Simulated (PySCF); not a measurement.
SMILES OB(O)CCc1ccco1 (GFN2-xTB optimised geometry):

```
19

O     -2.810    -1.729     3.651
B     -2.394    -1.219     2.470
O     -2.638     0.090     2.224
C     -1.658    -2.234     1.464
C     -1.411    -1.719     0.033
C     -0.419    -0.607     0.000
C      0.944    -0.607     0.000
C      1.348     0.752     0.000
C      0.204     1.482     0.002
O     -0.874     0.670     0.001
H     -3.240    -1.088     4.218
H     -2.305     0.442     1.396
H     -2.252    -3.147     1.402
H     -0.701    -2.530     1.897
H     -1.033    -2.537    -0.583
H     -2.351    -1.369    -0.398
H      1.583    -1.466    -0.004
H      2.351     1.126    -0.002
H      0.019     2.537     0.000
```

Level of theory: PBE/def2-SVP run with PySCF 2.14.0.

What are the frontier orbital energies and the dipole moment?

HOMO-2 -6.98 eV, HOMO-1 -6.93 eV, HOMO -5.41 eV, LUMO -0.67 eV, LUMO+1 0.67 eV; dipole moment 1.31 D.

Meta-Löwdin charges at PBE/def2-SVP: O1 -0.46, B2 0.36, O3 -0.47, C4 -0.30, C5 -0.19, C6 0.16, C7 -0.18, C8 -0.16, C9 0.02, O10 -0.22, H11 0.32, H12 0.32, H13 0.11, H14 0.11, H15 0.11, H16 0.10, H17 0.12, H18 0.12, H19 0.12.
